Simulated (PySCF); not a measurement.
CH₃ISe, SMILES C[Se]I. Geometry optimised at PBE0-D3(BJ)/def2-SVP. The def2 effective core potentials stand for the cores of I; spin–orbit coupling is left out.

The numbers are results of PySCF with PBE0-D3(BJ)/def2-SVP, not measurements.

Harmonic wavenumbers (cm⁻¹): 163, 169, 255, 610, 904, 917, 1292, 1418, 1445, 3067, 3185, 3210. Rotational constants (GHz): 10.33, 1.360, 1.211; symmetry number 1.

Problem. Work out the zero-point energy and the ideal-gas rigid-rotor harmonic-oscillator thermochemistry at 298.15 K and 1 atm.

Solution. ZPE = ½ Σ hcν = ½ × 16635 cm⁻¹ = 23.78 kcal/mol. H − E(el) = 27.40 kcal/mol. Entropy in cal/(mol K): translation 42.08, rotation 27.34, vibration 7.41, total 76.83. G − E(el) = 4.49 kcal/mol. Cp = 15.80 cal/(mol K).
